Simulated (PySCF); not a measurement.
**A PySCF run on CsNa⁻**

State: ²Σ⁺ (doublet), unpaired electrons σ ↑.

An equivalent input (the run itself took its basis sets from the Basis Set Exchange, started from a PBE0 density and held the occupation σ 7α 6β, πx 2α 2β, πy 2α 2β):

```python
from pyscf import gto, dft
mol = gto.M(atom='Cs 0 0 0; Na 0 0 4.396', basis={'Cs': 'def2-SVPD', 'Na': 'def2-SVPD'}, ecp={'Cs': 'def2-SVPD'},
            charge=-1, spin=1, verbose=4, symmetry='C2v')
mf = dft.UKS(mol, xc='M06')
mf.grids.atom_grid = (80, 434)
mf.grids.prune = dft.gen_grid.treutler_prune
mf.irrep_nelec = {'A1': (7, 6), 'B1': (2, 2), 'B2': (2, 2)}
mf.conv_tol = 1e-9
mf.max_cycle = 60
mf.diis_space = 10
mf.kernel()
```

The log (some set-up lines and the per-cycle HOMO/LUMO lines removed):

```
******** <class 'pyscf.dft.uks_symm.SymAdaptedUKS'> ********
method = SymAdaptedUKS
damping factor = 0
level_shift factor = 0
DIIS = <class 'pyscf.scf.diis.CDIIS'>
diis_start_cycle = 1
diis_space = 10
diis_damp = 0
SCF conv_tol = 1e-09
SCF conv_tol_grad = None
SCF max_cycles = 60
number electrons alpha = 11  beta = 10
Set gradient conv threshold to 3.16228e-05
init E= -182.326646829627
cycle= 1 E= -182.330308525259  delta_E= -0.00366  |g|= 0.013  |ddm|= 0.72
cycle= 2 E= -182.331289276117  delta_E= -0.000981  |g|= 0.00818  |ddm|= 0.332
cycle= 3 E= -182.331600238191  delta_E= -0.000311  |g|= 0.00858  |ddm|= 0.156
cycle= 4 E= -182.33180756046  delta_E= -0.000207  |g|= 0.00355  |ddm|= 0.0946
cycle= 5 E= -182.331862406692  delta_E= -5.48e-05  |g|= 0.00179  |ddm|= 0.105
cycle= 6 E= -182.331873248526  delta_E= -1.08e-05  |g|= 0.000745  |ddm|= 0.0286
cycle= 7 E= -182.331876271573  delta_E= -3.02e-06  |g|= 0.000211  |ddm|= 0.0133
cycle= 8 E= -182.331876625993  delta_E= -3.54e-07  |g|= 9.83e-05  |ddm|= 0.00745
cycle= 9 E= -182.331876703904  delta_E= -7.79e-08  |g|= 3.98e-05  |ddm|= 0.00435
cycle= 10 E= -182.331876721105  delta_E= -1.72e-08  |g|= 1.72e-05  |ddm|= 0.00212
cycle= 11 E= -182.331876722734  delta_E= -1.63e-09  |g|= 1.76e-06  |ddm|= 0.000379
cycle= 12 E= -182.331876722742  delta_E= -7.96e-12  |g|= 9.45e-07  |ddm|= 7.92e-05
Extra cycle  E= -182.331876722745  delta_E= -2.96e-12  |g|= 6.55e-07  |ddm|= 7.33e-05
converged SCF energy = -182.331876722745  <S^2> = 0.75424751  2S+1 = 2.004243
```

Repeating this along the bond gives Re = 4.247 Å and ωe = 64.8 cm⁻¹.

A point of this curve took 0.81 CPU seconds beside 0.045 for the integrals (shared host).

Spin–orbit coupling is left out. The highest Kohn–Sham level is positive in this anion. Much of that is self-interaction error, but it also means that the finite basis helps to hold the extra electron. The state was picked by a PBE0 search and need not be the measured ground state.
